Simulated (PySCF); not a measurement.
**SnN: frontier orbitals**

PBE0 at R = 1.988 Å; Sn aug-cc-pVDZ-PP with ECP28, N aug-cc-pVDZ; scalar-relativistic core potentials (PySCF 2.14). State: ⁴Π (quartet), unpaired electrons π ↑↑↑, a second solution, started from another occupation. Only the outer orbitals are listed, counted within each symmetry, core potentials removing the inner ones.

```json
{"spin": "α", "orbital": "5σ", "occ.": "1", "ε (eV)": "-22.48", "on Sn (%)": "4", "main shells (%)": "93 N s"}
{"spin": "α", "orbital": "6σ", "occ.": "1", "ε (eV)": "-12.38", "on Sn (%)": "71", "main shells (%)": "71 Sn s, 21 N p"}
{"spin": "α", "orbital": "3π", "occ.": "1", "ε (eV)": "-9.97", "on Sn (%)": "8", "main shells (%)": "92 N p"}
{"spin": "α", "orbital": "3π", "occ.": "1", "ε (eV)": "-9.82", "on Sn (%)": "7", "main shells (%)": "92 N p"}
{"spin": "α", "orbital": "7σ", "occ.": "1", "ε (eV)": "-7.91", "on Sn (%)": "45", "main shells (%)": "53 N p, 22 Sn s, 22 Sn p"}
{"spin": "α", "orbital": "4π", "occ.": "1", "ε (eV)": "-4.62", "on Sn (%)": "96", "main shells (%)": "96 Sn p"}
{"spin": "α", "orbital": "4π", "occ.": "0", "ε (eV)": "-2.83", "on Sn (%)": "97", "main shells (%)": "97 Sn p"}
{"spin": "β", "orbital": "5σ", "occ.": "1", "ε (eV)": "-18.96", "on Sn (%)": "6", "main shells (%)": "90 N s"}
{"spin": "β", "orbital": "6σ", "occ.": "1", "ε (eV)": "-11.10", "on Sn (%)": "70", "main shells (%)": "69 Sn s, 18 N p, 12 N s"}
{"spin": "β", "orbital": "7σ", "occ.": "1", "ε (eV)": "-6.96", "on Sn (%)": "46", "main shells (%)": "52 N p, 25 Sn p, 20 Sn s"}
{"spin": "β", "orbital": "3π", "occ.": "0", "ε (eV)": "-4.15", "on Sn (%)": "51", "main shells (%)": "50 Sn p, 49 N p"}
{"spin": "β", "orbital": "3π", "occ.": "0", "ε (eV)": "-3.65", "on Sn (%)": "41", "main shells (%)": "59 N p, 40 Sn p"}
{"spin": "β", "orbital": "4π", "occ.": "0", "ε (eV)": "-1.30", "on Sn (%)": "58", "main shells (%)": "54 Sn p, 42 N p"}
```

Task: Which are the highest filled and the lowest empty level, where do they sit, and how wide is the gap?

Result: Highest filled α 4π at -4.62 eV (in %: 96 Sn p); lowest empty β 3π at -4.15 eV (in %: 50 Sn p, 49 N p); the gap at PBE0 is 0.47 eV.

The bond order (Mayer) is 0.53 and the ⟨S²⟩ is 3.761. The charge on Sn (Mulliken, basis-dependent) is 0.55 and the charge on Sn (Löwdin, basis-dependent) is 0.58. The dipole moment (positive dipole means Sn(−)N(+)) is -1.14 D.

Spin–orbit coupling is left out.
